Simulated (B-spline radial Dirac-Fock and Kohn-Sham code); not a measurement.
**Two-hole binding energies of Se³⁺**

System: Se³⁺ in the configuration [Ar] 3d10 4s2 4p1.

Model: relaxed Dirac-Fock hole states (ΔSCF) with Breit and QED corrections and a finite nucleus. Program: a B-spline atomic structure program. U is the two-hole binding energy less the two single-hole energies, the effective repulsion of the holes after relaxation. Each two-hole energy is an average over J within one jj subconfiguration.

```tsv
holes	E(a) (eV)	E(b) (eV)	E(ab) (eV)	U (eV)
1s⁻²	12705.4	12705.4	25911.4	500.6
1s⁻¹ 2p3/2⁻¹	12705.4	1483.2	14317.7	129.1
1s⁻¹ 3d3/2⁻¹	12705.4	101.9	12841.0	33.7
1s⁻¹ 3d5/2⁻¹	12705.4	101.1	12840.0	33.5
2s⁻¹ 2p1/2⁻¹	1707.7	1524.2	3305.8	73.9
2p1/2⁻²	1524.2	1524.2	3146.2	97.7
2s⁻¹ 3p3/2⁻¹	1707.7	211.5	1954.4	35.2
2s⁻¹ 3d3/2⁻¹	1707.7	101.9	?	?
2p3/2⁻¹ 3s⁻¹	1483.2	281.3	1800.3	35.7
2p1/2⁻¹ 3p3/2⁻¹	1524.2	211.5	1771.8	36.1
2p3/2⁻¹ 3p1/2⁻¹	1483.2	217.4	1737.1	36.4
2p1/2⁻¹ 3d5/2⁻¹	1524.2	101.1	1660.3	35.0
3p1/2⁻²	217.4	217.4	466.6	31.8
3p1/2⁻¹ 3p3/2⁻¹	217.4	211.5	458.4	29.5
```

Task: Give the missing two-hole energy and U.

Result: E(ab) = 1844.4 eV and U = 34.8 eV.

Values without a named source are computed, but for edge energies of neutral atoms, which are taken from tables.
